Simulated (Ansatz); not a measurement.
WN₄H₆⁺, that is W(NH)2(NH2)2 with one electron fewer. Charge 1, multiplicity 2. Geometry PBE-D4/def2-SVP, that of the neutral singlet; atoms count from 1.

| atom | x (Å) | y (Å) | z (Å) |
| --- | --- | --- | --- |
| W1 | -0.1346 | 0.0089 | 0.1652 |
| N2 | -0.4941 | 1.5466 | 0.9812 |
| H3 | -0.9308 | 2.1713 | 1.6641 |
| N4 | -0.9401 | -1.4517 | 0.7795 |
| H5 | -1.5516 | -2.0073 | 1.3835 |
| N6 | 1.8056 | -0.2918 | 0.3550 |
| H7 | 2.2479 | -1.2138 | 0.3898 |
| H8 | 2.4949 | 0.4499 | 0.5023 |
| N9 | -0.6994 | 0.2186 | -1.7131 |
| H10 | -0.7750 | 1.1164 | -2.1980 |
| H11 | -1.0228 | -0.5472 | -2.3095 |

In the def2 sets W takes a core potential; there is no spin–orbit coupling.

Estimate the Mulliken populations from the PBE0/def2-TZVP orbitals of Ansatz.


```
atom  charge (e)  spin (α − β)  d electrons
  W1        1.28         -0.43         3.67
  N2       -0.49          0.34            –
  H3        0.30         -0.01            –
  N4       -0.49          0.34            –
  H5        0.30         -0.01            –
  N6       -0.58          0.42            –
  H7        0.31         -0.01            –
  H8        0.31         -0.01            –
  N9       -0.58          0.42            –
 H10        0.31         -0.01            –
 H11        0.31         -0.01            –
```
Mulliken values and Mayer orders depend strongly on the basis.

Where does the spin sit?

Summed by element: W -0.43, N 1.51, H -0.07, of 1 unpaired in all. Largest on single atoms: W1 -0.43, N6 0.42, N9 0.42.

And the Mayer bond orders between bonded heavy atoms (over 0.3)?

W1–N2 2.00 (1.78 Å); W1–N4 2.00 (1.78 Å); W1–N6 1.09 (1.97 Å); W1–N9 1.09 (1.97 Å).
